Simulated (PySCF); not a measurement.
Spin–spin couplings to the heavy atom in 3-Bromopyridine (Brc1cccnc1, C$_{5}$H$_{4}$BrN)

Geometry (Å), atoms numbered from 1 in this order:
```xyz
11

Br    2.047    0.341   -0.323
C     0.266   -0.258   -0.211
C    -0.788    0.651   -0.173
C    -2.081    0.142   -0.090
C    -2.256   -1.240   -0.049
N    -1.244   -2.103   -0.085
C    -0.008   -1.628   -0.164
H    -0.599    1.726   -0.208
H    -2.943    0.813   -0.058
H    -3.262   -1.669    0.017
H     0.813   -2.352   -0.192
```

[PySCF integrals, density fitting: indirect couplings; PBE/pcJ-1 (dyall-v2z on Br), no solvent, finite nuclei, PBE0-D3(BJ)/def2-SVP geometry]

Non-relativistic values:
```tsv
coupling	atoms	J (Hz)
1J(79Br,13C)	Br1 – C2	-184.5
2J(79Br,13C)	Br1 – C3	-0.9
2J(79Br,13C)	Br1 – C7	-0.9
3J(79Br,13C)	Br1 – C4	-1.1
3J(79Br,15N)	Br1 – N6	1.9
3J(79Br,1H)	Br1 – H8	4.9
4J(79Br,1H)	Br1 – H9	0.9
5J(79Br,1H)	Br1 – H10	4.1
```

**Question.** What do scalar relativity and two-component X2C with spin–orbit coupling give?

**Answer.** 
```tsv
coupling	atoms	scalar (Hz)	with spin–orbit (Hz)
1J(79Br,13C)	Br1 – C2	-212.8	-195.8
2J(79Br,13C)	Br1 – C3	-2.5	-2.8
2J(79Br,13C)	Br1 – C7	-3.1	-3.3
3J(79Br,13C)	Br1 – C4	-2.1	-1.8
3J(79Br,15N)	Br1 – N6	2.2	2.3
3J(79Br,1H)	Br1 – H8	4.6	5.4
4J(79Br,1H)	Br1 – H9	0.7	0.9
5J(79Br,1H)	Br1 – H10	4.5	4.7
```

The largest listed coupling, 1J(79Br,13C), ends at 1.06 times its non-relativistic value: scalar relativity adds -28.2 Hz and spin–orbit coupling +17.0 Hz. Couplings to strongly quadrupolar nuclei (79Br) are seldom resolved in solution.
